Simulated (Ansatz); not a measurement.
Q: Name a neutral molecule of C, F, Ge, O, Si and H with LUMO energy (B3LYP/def2-TZVPP) between -1.70 and -1.40 eV and LUMO energy (ωB97M-V/def2-TZVPP) between 0.35 and 0.65 eV (Ansatz, PBE0-D4/def2-TZVP geometry).

A: `F[C@@H]1[O][Ge@H]1[SiH3]` (-1.64 eV, 0.42 eV); `[OH][Ge]1([F])[CH2][SiH2]1` (-1.45 eV, 0.62 eV). Other molecules can fit too; these were computed, each in one conformer that needn't be the lowest.

B3LYP here is the variant with VWN-RPA as its local correlation; programs differ in this.
